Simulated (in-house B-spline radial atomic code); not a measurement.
## BHandHLYP excitations of Re⁷⁺

Method: BHandHLYP. Computed with an all-electron radial atomic-structure program (B-spline basis): linear response of the closed shell [Xe] 4f14 with the functional's adiabatic kernel; scalar-relativistic (spin-free one-electron X2C), finite nucleus, no spin-orbit coupling, no double excitations, S, P, D and F terms only; shells from n = 3 respond. Only terms of natural parity with L up to 3 were computed.

Spin-orbit coupling is strong here, so these LS terms don't match observed levels.

Command:
```bash
python run_td.py task.json out
```
Settings (radii: box in bohr, nucleus in fm):
```
Z                        75
electrons                68
configuration            [Xe] 4f14
hamiltonian              x2c
method                   bhandhlyp
box_radius               12.81
rms_radius               5.3698
intervals                69
```

Time taken, with all properties: 8.2 s on 1 thread of Arm Neoverse N1, on a shared host.

The lowest states, in the order of their Tamm-Dancoff energies; the method's threshold (minus the highest occupied level) is 143.65 eV. Labels give the largest channel, * marks a mixed state, and oscillator strengths are full-response dipole values. Semilocal kernels can invert the small singlet-triplet splittings of Rydberg terms. Energies in eV:

```csv
state,full response,Tamm-Dancoff,oscillator strength
5p → 5d 3P,46.63,46.75,-
5p → 5d 3F,47.42,47.60,-
5p → 5d 1F,50.44,50.48,-
4f → 5d 3P,50.76,50.79,-
4f → 5d 3F,51.87,51.89,-
4f → 5d 1P*,52.18,52.40,0.154
4f → 5d 1F,52.53,52.54,-
5p → 5d 1P*,60.38,62.18,5.51
5p → 6s 3P,64.89,64.91,-
5p → 6s 1P,65.93,65.99,1.35
4f → 6s 3F,68.69,68.69,-
4f → 6s 1F,68.91,68.92,-
5p → 6p 3S,?,?,-
5p → 6p 3D,?,?,-
5p → 6p 1D,77.92,77.93,-
5p → 6p 1S,80.19,80.34,-
4f → 6p 3D,81.00,81.00,-
4f → 6p 1D,81.40,81.41,-
```

Problem. Where does 5p → 6p 3D lie?

Solution. At 77.21 eV in full response, 77.22 eV in Tamm-Dancoff.

Problem. Where does 5p → 6p 3S lie?

Solution. At 76.28 eV in full response, 76.30 eV in Tamm-Dancoff.

Problem. How large is the singlet-triplet splitting of 5p → 5d (F terms) in Tamm-Dancoff?

Solution. 2.87 eV, from the unrounded values.

Problem. What polarisabilities and dispersion coefficient does the method give?

Solution. Dipole 1.683 bohr³, quadrupole 1.925 bohr⁵, C6 5.81 hartree·bohr⁶ for two such species.
